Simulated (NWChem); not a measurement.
KF anion, doublet; SMILES of the neutral closed-shell parent [F][K]

Program: NWChem. Pople sets run with spherical d functions. Spin-unrestricted. Spin-contaminated determinants: UHF/STO-3G (<S²> = 0.87). Sets without diffuse functions describe the anion's extra electron poorly. The spin multiplicity was typed, not searched, and may not be the lowest. No stability test was run on the SCF state. The highest occupied level is positive in some or all of these runs, so the extra electron may be held by the finite basis. B3LYP is NWChem's, with the RPA form of VWN correlation. Each level has its own optimisation; frequencies are unscaled.

```json
[
 {"level": "B3LYP/6-31G*", "r F–K (Å)": "2.251", "highest harmonic frequency (cm⁻¹)": "379", "zero-point energy (kcal/mol)": "0.5"},
 {"level": "BLYP/def2-SVP", "r F–K (Å)": "2.216", "highest harmonic frequency (cm⁻¹)": "412", "zero-point energy (kcal/mol)": "0.6"},
 {"level": "UHF/STO-3G", "r F–K (Å)": "2.610", "highest harmonic frequency (cm⁻¹)": "222", "zero-point energy (kcal/mol)": "0.3"},
 {"level": "B3LYP/def2-SVPD", "r F–K (Å)": "2.324", "highest harmonic frequency (cm⁻¹)": "337", "zero-point energy (kcal/mol)": "0.5"}
]
```
